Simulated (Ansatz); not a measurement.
Reaction (SMILES): C[Si](C)(Br)Br → C[Si](C)Br + Br atom (the Br-Si bond at the site shown breaks; other sites are not compared here)
Each molecule is optimised on its own at B3LYP-D3(BJ)/def2-TZVP (Ansatz, a program for electronic structure). Frequencies are from Ansatz.
Geometry of the first species:
SMILES: C[Si](C)(Br)Br
```xyz
11

Si    -0.0983    -0.7017     0.0412
C     -1.7721    -1.4744     0.2644
C      1.2961    -1.9236    -0.0647
Br     0.2882     0.6722     1.7698
Br    -0.1216     0.5174    -1.8397
H     -2.5462    -0.7092     0.3195
H     -1.9947    -2.1342    -0.5766
H     -1.7945    -2.0586     1.1865
H      1.1428    -2.5935    -0.9131
H      1.3429    -2.5179     0.8500
H      2.2491    -1.4113    -0.1948
```

Wanted: bond dissociation energy (enthalpy at 298 K, with B3LYP-D3(BJ) rigid-rotor harmonic-oscillator terms), in eV. Valence correlation only, unless marked. Open shells are spin-unrestricted. Spin-orbit coupling is left out. The frozen core is the preceding noble-gas configuration, with the filled d and f shells of earlier blocks. Non-relativistic. CBS(X,Y): correlation extrapolated as X^-3; Hartree-Fock from the larger set. The bracket is a focal-point correction in the basis named.

RI-MP2/CBS(def2-TZVPP,def2-QZVPP)+[CCSD(T)-MP2]/def2-TZVPP (Ansatz) gives 4.38 eV.

Problem. Another calculation gave 4.19 eV. Which level was it?
(A) SVWN5/def2-TZVPD (Ansatz)
(B) BLYP/def2-TZVPD (Ansatz)
(C) HSE06/def2-TZVPD (Ansatz)
(D) B97M-V/def2-TZVPD (Ansatz)

Solution. C, HSE06/def2-TZVPD (Ansatz). The others give 3.87 (BLYP), 4.31 (B97M-V), 4.84 (SVWN5) eV.
